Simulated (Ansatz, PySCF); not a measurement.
Species: CH3BClO (charge 0, doublet). It need not be the lowest isomer of its formula. 
Structure (B3LYP-D3(BJ)/def2-TZVP (Ansatz, a quantum-chemistry and plane-wave program) minimum search):
```xyz
7

B      0.5015     0.2234    -0.7932
Cl     1.2296    -0.5291     0.6348
O     -0.7641     0.5583    -0.9445
C     -1.8321     0.3907     0.0071
H     -1.4679    -0.0777     0.9200
H     -2.5963    -0.2298    -0.4567
H     -2.2413     1.3751     0.2252
```
Charge 0, spin multiplicity 2.

Total electronic energies in hartree. Valence correlation only, unless marked. UHF or UKS for open shells. No spin-orbit coupling. Non-relativistic. CBS(X,Y): correlation extrapolated as X^-3; Hartree-Fock from the larger set. The bracket is a focal-point correction in the basis named.

| level | program | energy (Eh) |
|---|---|---|
| PBE-D3(BJ)/def2-TZVPD | Ansatz + dftd3 | -599.90167 |
| PBE-D4/def2-TZVPD | Ansatz + dftd4 | -599.90163 |
| BLYP-D3(BJ)/def2-TZVPD | Ansatz + dftd3 | (withheld) |
| r2SCAN-D4/def2-TZVPD | Ansatz + dftd4 | -600.15544 |
| PBE0/STO-3G | Ansatz | -593.07309 |
| PBE0/6-31G* | Ansatz | -599.85514 |
| PBE0-D3(BJ)/def2-TZVP | Ansatz + dftd3 | (withheld) |
| TPSSh/def2-TZVPD | PySCF | -600.28477 |
| r2SCAN0/def2-TZVPD | Ansatz | -600.13431 |
| CAM-B3LYP-D4/def2-TZVPD | Ansatz + dftd4 | -600.21423 |
| LC-wPBE-D3(BJ)/def2-TZVPD | Ansatz + dftd3 | -600.04512 |
| LC-wPBE-D4/def2-TZVPD | Ansatz + dftd4 | -600.04586 |
| B2PLYP/def2-TZVPD | Ansatz | -600.01691 |
| RPA@PBE/cc-pV(Q+d)Z | Ansatz | -599.92799 |
| RI-MP2/cc-pV(Q+d)Z | Ansatz | -599.49436 |
| SCS-MP2/STO-3G | Ansatz | -592.10943 |
| SCS-MP2/cc-pwCVTZ | Ansatz | -599.43131 |
| CCSD/6-31G | Ansatz | -598.89308 |
| CCSD/6-31G* | Ansatz | -599.19132 |
| CCSD/cc-pVTZ | Ansatz | -599.45871 |
| CCSD(T)/cc-pV(D+d)Z | Ansatz | -599.27444 |
| CCSD(T)/cc-pV(T+d)Z | Ansatz | -599.48985 |
| RI-MP2/CBS(cc-pV(T+d)Z,cc-pV(Q+d)Z)+[CCSD(T)-MP2]/cc-pV(T+d)Z | Ansatz | -599.5965 |

### Question
Fill in the missing entries.

### Answer

- BLYP-D3(BJ)/def2-TZVPD, energy (Eh): -600.22469
- PBE0-D3(BJ)/def2-TZVP, energy (Eh): -599.94671
